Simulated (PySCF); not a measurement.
Gas-phase reaction: 2 GaF₃ + SF = 2 GaF + SF₅, at 600 K and a standard pressure of 1 bar. Level: PBE0/def2-QZVP†.

Computed with PySCF and rigid-rotor harmonic-oscillator thermochemistry at 1 bar. † marks an energy on the PBE0/def2-TZVP geometry and frequencies. Open shells (unrestricted): SF (multiplicity 2, electronic degeneracy 4), SF₅ (multiplicity 2); the rest are closed-shell singlets. Spin-orbit splitting is ignored; it lowers the true energy and changes the entropy of SF. Ga: all electrons, no relativistic terms. The harmonic model lacks anharmonicity and excited electronic states, which grow with temperature; levels with a mode under 35 cm⁻¹ are left out.

| species | E (Ha) | H(600 K) − E (kJ/mol) | S°(600 K) (J/mol/K) |
|---|---|---|---|
| GaF₃ | -2224.16322 | 53.8 | 343.2 |
| SF | -497.80263 | 24.1 | 250.9 |
| GaF | -2024.49617 | 23.3 | 252.2 |
| SF₅ | -896.98679 | 89.7 | 381.9 |
E: electronic energy; H − E holds the zero-point and thermal terms. 1 Ha = 2625.5 kJ/mol.

Work out ΔH°, ΔS°, ΔG° and log10 K from these numbers.

1. ΔE = 2×(-2024.49617) + 1×(-896.98679) − 2×(-2224.16322) − 1×(-497.80263) = 0.14994 Ha = 393.7 kJ.
2. Δ(H − E) = 2×(23.3) + 1×(89.7) − 2×(53.8) − 1×(24.1) = 4.6 kJ, so ΔH° = 398.3 kJ.
3. ΔS° = 2×(252.2) + 1×(381.9) − 2×(343.2) − 1×(250.9) = -51.0 J/K; the number of gas molecules stays the same.
4. ΔG° = ΔH° − TΔS° = 398.3 − 600×(-51.0)/1000 = 428.9 kJ.
5. log10 K = −ΔG°/(RT ln 10) = -37.33, with RT ln 10 = 11.49 kJ/mol; at standard pressures the reactants are favoured.
6. A shift of 10 kJ in ΔE would move log10 K by 0.87 here.
For scale, ΔH°(298 K) is 399 kJ at this level, 405 kJ at ωB97M-V/def2-TZVP†, and runs from -120 to 673 kJ over the 19 levels computed.
